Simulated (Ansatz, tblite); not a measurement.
Removing and adding an electron: Zn₃O₃H₁₂, a cluster cut from wurtzite ZnO (hydrogen-capped). Total charge 0; singlet. Geometry: PBE-D4/def2-SVP. Ansatz, gas phase; energy differences of separate SCF runs; the oxidised species was run as a doublet alone; the reduced species was run as a doublet alone.

Cartesian coordinates in Å:
```
O 1.167 -0.361 1.683
Zn -1.108 -0.279 2.285
O -2.068 0.138 0.179
Zn 2.540 -0.168 -0.218
O 0.901 0.228 -1.861
Zn -1.432 0.443 -2.068
H 1.559 0.307 2.283
H 1.433 -1.234 2.041
H -1.337 -1.839 2.272
H -1.104 1.222 2.768
H -2.717 -0.592 0.101
H -2.592 0.947 0.352
H 2.674 -1.716 -0.490
H 2.927 1.343 0.008
H 1.101 -0.477 -2.512
H 1.216 1.064 -2.264
H -1.457 2.019 -2.043
H -1.703 -1.044 -2.517
```

The xTB rows come from tblite.

| level | −HOMO (eV) | vertical IE (eV) | −LUMO (eV) | vertical EA (eV) | HOMO–LUMO gap (eV) | IE − EA (eV) | remarks |
| --- | --- | --- | --- | --- | --- | --- | --- |
| GFN1-xTB | 10.80 | 12.87 | 5.32 | 3.11 | 5.48 | 9.76 | – |
| GFN2-xTB | 10.08 | 12.16 | 2.86 | 0.77 | 7.22 | 11.40 | – |
| PBE0-D4/def2-SVP | 7.07 | – | -0.15 | -1.57 | 7.22 | – | HOMO above zero (-1 doublet) |
| PBE0-D4/def2-TZVP | 7.37 | 8.91 | 0.83 | – | 6.54 | – | – |

Run but left out: PBE-D4/def2-TZVP (charge +1 doublet: an occupied level 0.01 eV above an empty one); PBE-D4/def2-SVP (charge -1 doublet: an occupied level 0.12 eV above an empty one).   A HOMO above zero means that the electron is unbound at that level or that self-interaction error raises the level; the energy of removing that electron tells which. Raw xTB energy differences between charge states are shifted by several eV; the methods need an empirical correction for them. Sets without diffuse functions give affinities that are too small. A negative affinity means that the extra electron isn't bound; its size then hangs on the basis.
